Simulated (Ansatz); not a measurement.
`C#[C][GeH2][SbH2]` + Cl₂ → `[Cl][SbH2]` + `C#[C][GeH2][Cl]` at 700 K and 1 bar (formal exchange of groups at the Sb–Ge bond).

Isolated molecules relaxed with PBE0-D4/def2-TZVP in Ansatz; ΔE leaves out vibrations. CBS: MP2 limit from def2 TZ/QZ plus the TZ coupled-cluster correction, frozen cores. This one scheme is used for every species. def2 core potentials past Kr. For Ge, Sb outer-core shells are correlated without core-valence functions, which leaves a few kJ/mol of doubt a bond. Scalar relativity is left out up to krypton.

```csv
species,CCSD(T)/CBS energy (Eh),H − E (kJ/mol),S (J/(mol·K))
`C#[C][GeH2][SbH2]`,-2395.17083,204.4,486.4
Cl₂,-919.51390,26.9,252.9
`[Cl][SbH2]`,-701.00845,74.0,329.0
`C#[C][GeH2][Cl]`,-2613.77047,155.7,414.1
```

H − E and S are ideal-gas, rigid-rotor, harmonic terms from PBE0-D4/def2-TZVP, for one conformer and one mirror image of each species. 1 Eh = 2625.50 kJ/mol, R = 8.31446 J/(mol·K).

Problem. By hand: ΔE, ΔH, ΔS and ΔG.

Solution. ΔE = (-701.00845) + (-2613.77047) − (-2395.17083) − (-919.51390) = -0.09419 Eh = -247.3 kJ/mol. Δ(H − E) = 74.0 + 155.7 − 204.4 − 26.9 = -1.6, so ΔH = -248.9 kJ/mol. ΔS = 329.0 + 414.1 − 486.4 − 252.9 = 3.8 J/(mol·K). ΔG = -248.9 − 700 × (3.8)/1000 = -251.6 kJ/mol.

Problem. By hand: the equilibrium constant, and the temperature at which ΔG would vanish if ΔH and ΔS stayed fixed.

Solution. log₁₀ K = −ΔG/(RT ln 10) = 18.8. ΔH and −TΔS have one sign here, so there is no such temperature.

The number of gas molecules stays the same, so ΔS is small and ΔH decides. A doubt of 5 kJ/mol in ΔE shifts log₁₀ K by 0.4 here. Other conformers and mirror images would add mixing entropy, several J/(mol·K) or more a flexible species. These are equilibria of isolated gas molecules and say nothing of rates. Largest T1 diagnostic: 0.013 (customary marks: 0.02 for closed shells, 0.045 for open ones).

ΔS is within the doubt of such terms, so its sign, and with it that verdict, could turn.
